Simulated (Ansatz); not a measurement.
Basis-set series for `C/C(F)=[CH]/[GeH3]`. Total charge 0; spin multiplicity 1. The geometry is a stationary point of PBE0-D4/def2-TZVP.

```tsv
functional	basis	functions	energy (Eh)	HOMO (eV)	LUMO (eV)
PBE0-D4	def2-SVP	123	-2294.42941	-7.32	0.03
PBE0-D4	def2-QZVPP	527	-2294.99732	-7.40	-0.15
ωB97M-V	def2-SVP	123	-2294.70947	-9.51	2.14
ωB97M-V	def2-QZVPP	527	-2295.28509	-9.61	1.71
```

(1) Give the rows for def2-TZVPP. (Estimate.)

Answers

(1) Ansatz gave: 
```csv
functional,basis,functions,energy (Eh),HOMO (eV),LUMO (eV)
PBE0-D4,def2-TZVPP,270,-2294.94084,-7.38,-0.08
ωB97M-V,def2-TZVPP,270,-2295.23014,-9.60,1.97
```

Positive LUMOs are unbound and depend on the basis. Scalar relativity is left out up to krypton.
